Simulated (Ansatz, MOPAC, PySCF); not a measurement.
Species: chloro(difluoro)methane, CHClF₂ (charge 0, singlet). SMILES: FC(F)Cl
Geometry: optimised at B3LYP-D3(BJ)/def2-TZVP (Ansatz, an electronic-structure program).

Property: vertical ionisation energy to the doublet, in eV. Set-up: each state is the SCF solution reached for its charge and spin; spin-orbit terms left out; non-relativistic; dispersion terms only where a functional's name holds one; six Cartesian d functions in 6-31G* and its kin unless marked 5d; open shells spin-unrestricted; 6-311+G** with 5d, 6d on Na to Ar in Ansatz; PM7 with its own dispersion and hydrogen-bond terms; valence correlation only. First-principles rows: single points at B3LYP-D3(BJ) geometries (Ansatz). Semi-empirical rows: differences of heats of formation at the shared geometry for vertical values.

| level | program | vertical ionisation energy to the doublet (eV) |
|---|---|---|
| PM6 | MOPAC | 11.45 |
| PM7 | MOPAC | 11.65 |
| HF/6-311+G** | Ansatz | 11.62 |
| B3LYP/6-31G* | Ansatz | 12.31 |
| M06-2X/6-31G* (5d) | PySCF | 12.54 |
| MP2/6-31G* | Ansatz | 12.16 |
| MP2/6-311+G** | Ansatz | 12.36 |
| wB97M-V/def2-TZVPD | Ansatz | 12.50 |

No value to compare with is used here. The 7 habitual levels span 11.45 (PM6) to 12.54 eV (M06-2X/6-31G* (5d)); wB97M-V/def2-TZVPD gives 12.50.

The levels are drawn from those run, B3LYP/6-31G* more often than the rest, none by its result; left out are runs that failed, that the program found above a lower state of the same kind, or whose <S^2> lies over 0.5 above the pure value.
